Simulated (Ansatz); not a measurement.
Molecule: NbO$_{3}$, charge 0, multiplicity 2. The spin state was set by rule; other spins were not relaxed. 
Coordinates optimised at B3LYP-D3(BJ)/def2-TZVP (Ansatz, an electronic-structure program):
```xyz
4

Nb     0.0397    -0.2216    -0.2880
O     -0.0930    -1.6885     0.5902
O      0.6718     1.4083     0.5461
O     -0.7823     1.4161     0.3395
```
Charge 0, spin multiplicity 2.

Total electronic energies in hartree. Valence correlation only, unless marked. UHF or UKS for open shells. Spin-orbit coupling is left out. The frozen core is the preceding noble-gas configuration, with the filled d and f shells of earlier blocks. In def2 rows, elements after Kr have scalar-relativistic effective core potentials. Basis-set limits of correlation are two-point, X^-3; Hartree-Fock from the larger set. The bracket is a focal-point correction in the basis named.

```
level                                                              program  energy (Eh)
----------------------------------------------------------  --------------  -----------
HF/def2-SVP                                                         Ansatz   -280.68682
RI-HF/def2-QZVPPD                                                   Ansatz   -281.01348
revPBE/def2-TZVPD                                                   Ansatz   -282.72791
B97M-V/def2-TZVPD                                                   Ansatz   -282.66302
wB97X-V/def2-TZVPD                                                  Ansatz   -282.59593
B2GP-PLYP-D3(BJ)/def2-TZVPD                                 Ansatz + dftd3   -282.33975
RI-MP2/def2-QZVPP                                                   Ansatz   -281.97130
CCSD(T)/def2-TZVPP                                                  Ansatz   -281.91217
RI-MP2/CBS(def2-TZVPP,def2-QZVPP)+[CCSD(T)-MP2]/def2-TZVPP          Ansatz    -282.0329
```

Totals of different functionals don't rank their quality; only differences between species are comparable.
